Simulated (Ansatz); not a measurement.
`[SeH][SnH2][SeH]` + `[Cl][InH][Cl]` → `[Cl][In]([Cl])[SeH]` + `[SeH][SnH3]` at 600 K and 1 bar (formal exchange of groups at the Se–Sn bond).

Program: Ansatz. Geometries: PBE0-D4/def2-TZVP. ΔE: electronic, gas phase. CBS: MP2 limit from def2 TZ/QZ plus the TZ coupled-cluster correction, frozen cores. def2 core potentials past Kr. For In, Se, Sn outer-core shells are correlated without core-valence functions, which leaves a few kJ/mol of doubt a bond. Scalar relativity is left out up to krypton. Each species was taken in one conformer, which may not be the lowest.

```csv
species,CCSD(T)/CBS energy (Eh),H − E (kJ/mol),S (J/(mol·K))
`[SeH][SnH2][SeH]`,-5017.88675,133.1,466.3
`[Cl][InH][Cl]`,-1110.06218,58.1,362.7
`[Cl][In]([Cl])[SeH]`,-3510.81908,76.4,445.3
`[SeH][SnH3]`,-2617.13827,115.7,375.3
```

H − E and S are ideal-gas, rigid-rotor, harmonic terms from PBE0-D4/def2-TZVP, for one conformer and one mirror image of each species. 1 Eh = 2625.50 kJ/mol, R = 8.31446 J/(mol·K).

Task: By hand: ΔE, ΔH, ΔS and ΔG.

Result: ΔE = (-3510.81908) + (-2617.13827) − (-5017.88675) − (-1110.06218) = -0.00842 Eh = -22.1 kJ/mol. Δ(H − E) = 76.4 + 115.7 − 133.1 − 58.1 = 0.9, so ΔH = -21.2 kJ/mol. ΔS = 445.3 + 375.3 − 466.3 − 362.7 = -8.4 J/(mol·K). ΔG = -21.2 − 600 × (-8.4)/1000 = -16.2 kJ/mol.

Task: By hand: the equilibrium constant, and the temperature at which ΔG would vanish if ΔH and ΔS stayed fixed.

Result: log₁₀ K = −ΔG/(RT ln 10) = 1.4. ΔG = 0 at ΔH/ΔS = 2524 K, far beyond where these terms or the molecules hold.

The number of gas molecules stays the same, so ΔS is small and ΔH decides. A doubt of 5 kJ/mol in ΔE shifts log₁₀ K by 0.4 here. Other conformers and mirror images would add mixing entropy, several J/(mol·K) or more a flexible species. Modes under 60 cm⁻¹, often nearly free rotors, make the harmonic entropy too high. These are equilibria of isolated gas molecules and say nothing of rates. Largest T1 diagnostic: 0.013 (customary marks: 0.02 for closed shells, 0.045 for open ones).
